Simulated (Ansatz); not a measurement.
Cost and result for the atomization energy of `[OH][In]([F])[SH]` (6 atoms, 5 bonds).

Charge 0, multiplicity 1. Correlated methods include outer-core shells of In, which these sets cover unevenly. In: def2 effective core potential. The structure was optimised at the PBE0-D4/def2-TZVP level. It is one conformer, not always the lowest. Program: Ansatz. Hardware: A = 2 threads of an AMD EPYC 7R13 on a shared host; B = 2 threads of an AMD EPYC 7R13 on a shared host and a share of an NVIDIA H100 80 GB. Times are those of one run each, without the atoms' runs, and a repeat can differ threefold. Electronic energies, without spin–orbit coupling; frozen cores. CCSD(T)/CBS adds CCSD(T) − MP2 in def2-TZVPP to the MP2 limit, and its time is that of the two runs behind it. T1 = 0.016. With those shells the extrapolation isn't a true limit. B3LYP takes the VWN-RPA correlation (the form of Gaussian; ORCA's B3LYP/G).

CCSD(T)/CBS is a level of theory with its own doubt, some kJ/mol a heavy atom from the limit and from the frozen cores, so smaller differences don't rank the functionals.

| level | functions | wall time | atomization (kJ/mol) | difference from CCSD(T)/CBS | per bond |
| --- | --- | --- | --- | --- | --- |
| PBE-D4/def2-TZVPP (with forces) [A] | 182 | 2.4 s | 1850.6 | 12.6 | 2.5 |
| PBE0-D4/def2-TZVPP [A] | 182 | 3.1 s | 1779.8 | -58.2 | -11.6 |
| B3LYP-D4/def2-TZVPP (with forces) [A] | 182 | 4.1 s | 1775.8 | -62.2 | -12.5 |
| r2SCAN-D4/def2-TZVPP (with forces) [A] | 182 | 4.5 s | 1819.2 | -18.8 | -3.8 |
| B2PLYP/def2-TZVPP [A] | 182 | 6 s | 1774.0 | -64.0 | -12.8 |
| CCSD(T)/def2-TZVPP [B] | 182 | 6 s | 1758.7 | -79.3 | -15.9 |
| ωB97X-V/def2-TZVPP [A] | 182 | 7 s | 1826.0 | -12.0 | -2.4 |
| ωB97M-V/def2-TZVPP (with forces) [A] | 182 | 10 s | 1818.4 | -19.6 | -3.9 |
| CCSD(T)/def2-QZVPP [B] | 326 | 17 s | 1812.9 | -25.1 | -5.0 |
| CCSD(T)/CBS(def2) | – | 23 s | 1838.0 | 0.0 | 0.0 |

In def2-TZVPP, CCSD(T) changes the Hartree–Fock value by +592.6 kJ/mol (the triples alone add +45.4 kJ/mol) and MP2 by +654.6 kJ/mol; breaking electron pairs costs correlation energy, which Hartree–Fock lacks. From PBE to PBE0 (25 % exact exchange), in def2-TZVPP and without D4, the atomization energy moves by −69.2 kJ/mol: exact exchange takes away binding that semilocal exchange gives to molecules. The D4 term adds +18.1 kJ/mol with B3LYP and +9.5 kJ/mol with PBE0; it sums over pairs of atoms, weighted by their polarisabilities, and B3LYP, whose exchange is more repulsive, gets the larger term.

Spin–orbit coupling would lower the free In atoms strongly, and the atomization energy with them, by more than many differences here.
